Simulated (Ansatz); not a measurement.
Input file for `BC#C[O][AlH2]`:

```yaml
crystal:
  periodic: [false, false, false]
  atoms:
    - {symbol: B, position_ang: [-2.047032, 1.541565, 0.601884]}
    - {symbol: C, position_ang: [-0.844064, 0.868553, 0.048711]}
    - {symbol: C, position_ang: [0.141130, 0.316304, -0.403795]}
    - {symbol: O, position_ang: [1.174177, -0.240380, -0.897780]}
    - {symbol: Al, position_ang: [2.018705, -1.689035, -0.443347]}
    - {symbol: H, position_ang: [-2.641488, 1.059922, 1.522871]}
    - {symbol: H, position_ang: [-2.433232, 2.573068, 0.133160]}
    - {symbol: H, position_ang: [3.250841, -1.983583, -1.368409]}
    - {symbol: H, position_ang: [1.469463, -2.492714, 0.789606]}
basis:
  gaussian: {orbitals: def2-TZVPP}
correlation: {method: ccsd_t}
output: {orbitals: {seedname: orbitals}}
```

```sh
$ ansatz run in.yaml --threads 2 --pin off --events-out ev --progress --plain --max-ram 4352MiB
```

Log, shortened:

```
Functional definition: HF
1343 factors; integrals over basis functions are off by at most 1.2e-3 eV
mean field evaluation 1: about -11413.4855 eV, gradient 3.5e1 eV
mean field evaluation 2: about -11413.7592 eV, gradient 3.5e1 eV
mean field evaluation 4: about -11417.0649 eV, gradient 4.3e0 eV
mean field evaluation 8: about -11417.1441 eV, gradient 3.9e-1 eV
mean field -11417.14512381 eV, -419.5723444812 hartree, gradient 1.9e-6 eV, S^2 0.000000; 0 other end points of the search recorded, 0 dependent functions left out
9 core orbitals not correlated: weight in the atoms' cores, before any rotation towards them, 1.000 or more for the frozen orbitals, at most 0.000 for the correlated occupied ones
reference -11417.14512381 eV, -419.5723444812 hartree; 12, 12 occupied and 201, 201 virtual orbitals, 1343 factors
second order -19.07481519 eV of doubles, -0.00000000 eV of singles
cycle   1  -19.15833381 eV  change   -8.4e-2 eV  update   1.2e-1
cycle   2  -19.75263967 eV  change   -5.9e-1 eV  update   3.8e-2
cycle   3  -19.90169661 eV  change   -1.5e-1 eV  update   1.9e-2
cycle   4  -19.89358907 eV  change    8.1e-3 eV  update   5.2e-3
cycle   5  -19.89092845 eV  change    2.7e-3 eV  update   2.5e-3
cycle   6  -19.89195864 eV  change   -1.0e-3 eV  update   7.6e-4
cycle   7  -19.89184247 eV  change    1.2e-4 eV  update   2.8e-4
cycle   8  -19.89170158 eV  change    1.4e-4 eV  update   1.1e-4
cycle   9  -19.89171547 eV  change   -1.4e-5 eV  update   4.5e-5
cycle  10  -19.89172598 eV  change   -1.1e-5 eV  update   1.7e-5
perturbative correction -0.89135350 eV, -0.0327566369 hartree
Total energy: -11437.92820329 eV, -420.3361085648 hartree
```

Hardware: 2 threads of an Arm Neoverse V1 on a shared host. Wall time 98 s, peak host memory 3.5 GiB.

MP2 recovers 91.8 % of the CCSD(T) correlation energy and the triples give 4.3 %; T1 = 0.0147.
